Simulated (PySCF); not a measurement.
Si(OSiH3)4, SMILES [SiH3]O[Si](O[SiH3])(O[SiH3])O[SiH3] (H12O4Si5), GFN2-xTB optimised geometry.

```
21

Si    -0.66    -2.94     2.94
O      0.21    -2.04     1.92
Si     0.04    -0.75     0.97
O     -1.23    -0.94     0.00
Si    -2.85    -0.94     0.00
O      1.38    -0.64     0.10
Si     2.08     0.29    -1.03
O     -0.15     0.58     1.85
Si    -1.03     1.20     3.06
H     -1.49    -3.86     2.15
H     -1.51    -2.08     3.77
H      0.38    -3.62     3.71
H     -3.15    -1.64    -1.25
H     -3.35    -1.64     1.18
H     -3.31     0.45     0.00
H      2.24     1.64    -0.51
H      1.24     0.30    -2.23
H      3.35    -0.41    -1.22
H     -0.85     2.64     2.86
H     -2.43     0.78     2.93
H     -0.46     0.73     4.33
```

Density from PySCF with PBE0/def2-SVP at that geometry.

Minimum of the electron density along straight lines between bonded atoms, close to the bond critical point (lines longer than 1.1 times the sum of covalent radii, or with two minima, are not listed):

| bond | length / Å | ρ at the minimum / e bohr⁻³ | ∇²ρ there / e bohr⁻⁵ | position (fraction from the first atom) |
|---|---|---|---|---|
| Si1–O2 | 1.619 | 0.128 | 1.11 | 0.41 |
| O2–Si3 | 1.606 | 0.135 | 1.17 | 0.59 |
| Si3–O4 | 1.610 | 0.133 | 1.15 | 0.41 |
| O4–Si5 | 1.620 | 0.127 | 1.11 | 0.59 |
| Si3–O6 | 1.598 | 0.138 | 1.21 | 0.41 |
| O6–Si7 | 1.624 | 0.126 | 1.09 | 0.59 |
| Si3–O8 | 1.610 | 0.133 | 1.15 | 0.41 |
| O8–Si9 | 1.620 | 0.127 | 1.11 | 0.59 |
| Si1–H10 | 1.464 | 0.119 | 0.32 | 0.49 |
| Si1–H11 | 1.467 | 0.118 | 0.32 | 0.49 |
| Si1–H12 | 1.460 | 0.120 | 0.33 | 0.49 |
| Si5–H13 | 1.460 | 0.120 | 0.33 | 0.49 |
| Si5–H14 | 1.467 | 0.118 | 0.32 | 0.49 |
| Si5–H15 | 1.465 | 0.119 | 0.32 | 0.49 |
| Si7–H16 | 1.463 | 0.119 | 0.32 | 0.49 |
| Si7–H17 | 1.463 | 0.119 | 0.32 | 0.49 |
| Si7–H18 | 1.460 | 0.120 | 0.33 | 0.49 |
| Si9–H19 | 1.461 | 0.120 | 0.33 | 0.49 |
| Si9–H20 | 1.467 | 0.118 | 0.32 | 0.49 |
| Si9–H21 | 1.464 | 0.119 | 0.32 | 0.49 |
